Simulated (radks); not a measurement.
Values are calculated unless marked as measured or tabulated.
Mean orbital radii <r> (bohr) of neutral oxygen, [He] 2s2 2p4, at several levels of relativity; Dirac values are averaged over j with weights 2j + 1. Spin-unpolarised spherical Kohn-Sham, PBE, point nucleus unless stated (finite: rms radius 2.6991 fm), a radial shooting solver on a logarithmic mesh with Libxc functionals. A level marked "c x" has the speed of light scaled by that factor and shares open shells by 2j + 1; other Dirac levels either fill j = l - 1/2 first or share by 2j + 1.

shell  non-rel.  scalar-rel., finite nucleus  Dirac, c x 1.5  Dirac, c x 3  change of magnitude, last against first (%)
1s       0.1997                       0.1995          0.1996        0.1997                                        -0.01
2s        1.141                        1.139           1.140         1.141                                        -0.01
2p        1.266                        1.266           1.266         1.266                                        0.00
